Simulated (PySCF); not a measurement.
# How methods differ on the ionisation energy of Cr⁺

Cr⁺ [Ar] 3d5 (6S) → Cr²⁺ [Ar] 3d4 (5D), as a difference of total energies. All numbers are calculated (PySCF 2.14, no relativity, point nucleus, in dyall-av2z). Correlated levels: valence: [Ar] frozen; virtual orbitals above 40 to 60 times the deepest correlated orbital energy dropped. The calculations carry no spin-orbit coupling.

```
           method  ionisation energy (eV)  plus first-order spin-orbit estimate  difference from reference of that sum (eV)
              UHF                  15.140                                15.094                                      -1.392
              LDA                  17.632                                17.585                                      +1.099
              PBE                  17.268                                17.221                                      +0.735
             PBE0                  16.920                                16.873                                      +0.387
           r2SCAN                  16.991                                16.945                                      +0.459
           B2PLYP                  16.480                                16.433                                      -0.053
        CAM-B3LYP                  16.890                                16.844                                      +0.358
            B97-3                  16.569                                16.522                                      +0.036
    MP2 (valence)                  16.058                                16.011                                      -0.475
SCS-MP2 (valence)                  15.446                                15.399                                      -1.087
```

Reference: 16.486 eV (measured; NIST Atomic Spectra Database, ionization energies).

A first-order spin-orbit estimate (lowest level to lowest level, LS coupling) adds -0.047 eV.

These non-relativistic numbers lack the scalar-relativistic shift.

Errors of the correlated levels include the incompleteness of this basis and the frozen core.
